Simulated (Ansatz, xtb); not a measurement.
# Two structures of AlH3S3

Structure a: a singlet given by its coordinates. Structure b: `[SH][Al]([SH])[SH]`, a singlet. Both are isolated molecules in the gas phase, relaxed with PBE0-D4/def2-SVP; the shapes shown needn't be the lowest conformers.

a (Å):

```tsv
atom	x (Å)	y (Å)	z (Å)
Al	-0.1461	1.5561	0.6298
S	-1.2437	0.4504	2.1751
S	1.0499	0.2533	-0.7328
S	-0.7966	0.7900	-1.6430
H	-1.8839	1.5485	2.6368
H	0.0186	3.1233	0.6401
H	-1.5645	-0.2538	-1.2324
```

Close contacts (Å): Al1–S2 2.19, Al1–S3 2.23, Al1–S4 2.49, S3–S4 2.13, Al1–H6 1.58, S2–H5 1.35, S4–H7 1.36.

b (Å):

```yaml
atoms:
  - { symbol: Al, position_ang: [-0.0682, -0.0237, -0.3412] }
  - { symbol: S, position_ang: [-2.2034, 0.2389, 0.0256] }
  - { symbol: S, position_ang: [1.4611, 0.1131, 1.2149] }
  - { symbol: S, position_ang: [0.5311, -0.4444, -2.3922] }
  - { symbol: H, position_ang: [-2.0306, 0.7859, 1.2494] }
  - { symbol: H, position_ang: [0.5799, 0.0476, 2.2376] }
  - { symbol: H, position_ang: [1.7914, -0.7855, -2.0397] }
```

Question: Estimate which is lower in electronic energy at CCSD(T)/def2-SVP + ΔMP2/def2-TZVPP, and by roughly how much.

Answer: The CCSD(T)/def2-SVP + ΔMP2/def2-TZVPP calculation puts structure b lower, by 1.474 eV.

How the difference moves with the method:

```
                             level          geometry  E(b) − E(a) (eV)  departure from the last row (eV)  job, with rough time for the two
                  PBE0-D4/def2-SVP  PBE0-D4/def2-SVP              −1.512                            −0.038                optimisation, 32 s
                       HF/def2-SVP  PBE0-D4/def2-SVP              −1.765                            −0.291           part of the CCSD(T) run
                      MP2/def2-SVP  PBE0-D4/def2-SVP              −1.663                            −0.189           part of the CCSD(T) run
                  CCSD(T)/def2-SVP  PBE0-D4/def2-SVP              −1.598                            −0.124                      single point
CCSD(T)/def2-SVP + ΔMP2/def2-TZVPP  PBE0-D4/def2-SVP              −1.474                                                  single point, 12 s
```

None of the levels shown reverses the order. The largest departure from CCSD(T)/def2-SVP + ΔMP2/def2-TZVPP is that of HF/def2-SVP, 0.291 eV. Levels run at GFN2-xTB geometries aren't shown. The last row adds to CCSD(T) the change of the MP2 difference between the two basis sets, here +0.124 eV.

With harmonic frequencies from PBE0-D4/def2-SVP (ideal gas, rigid rotor, one conformer each, 298.15 K, 1 atm): on the last row, ΔE + ΔZPE = −1.474, ΔH = −1.450, ΔG = −1.511 eV.

The correlated steps freeze 20 core orbitals. Codes used: Ansatz 0.2.0; the last row on 2 threads of Arm Neoverse V2 on a shared host.
